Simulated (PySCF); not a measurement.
**Diatomic anions of Li with the chalcogens**

PBE with double-zeta basis sets in PySCF, for the lowest determinant that a PBE0 search found; no spin–orbit coupling. De refers to high-spin ground-configuration atoms (the charge goes to the atom of lower measured ionisation energy or higher electron affinity, which is not always the lowest computed limit). A positive dipole points towards Li; it is taken about the centre of mass and depends on that origin.

| M | basis | charged atom | state (unpaired electrons) | Re (Å) | ωe (cm⁻¹) | De (eV) | μ (D) |
| --- | --- | --- | --- | --- | --- | --- | --- |
| S | def2-SVPD | S− | singlet (closed shell) | 2.087 | 619 | 2.48 | 4.44 |
| Se | aug-pcseg-1 | Se− | singlet (closed shell) | 2.212 | 539 | 2.33 | 3.25 |
| Te | aug-cc-pVDZ/aug-cc-pVDZ-PP | Te− | singlet (closed shell) | 2.416 | 480 | 2.12 | 2.89 |

The shortest bond is that of LiS⁻ (2.087 Å), the longest that of LiTe⁻ (2.416 Å).

The rows differ in basis set, which adds steps of its own.

Down a group the atoms grow and get heavier, so bonds lengthen and wavenumbers fall; this series shows no clear exception.

These are scalar-relativistic numbers at best; spin–orbit coupling would shift them, the dissociation energy most. For an ion De counts to the pair picked by the measured ionisation energies or electron affinities, which need not be the lowest pair at this level. The highest Kohn–Sham level is positive in some of these anions. Much of that is self-interaction error, but it also means that the finite basis helps to hold the extra electron.
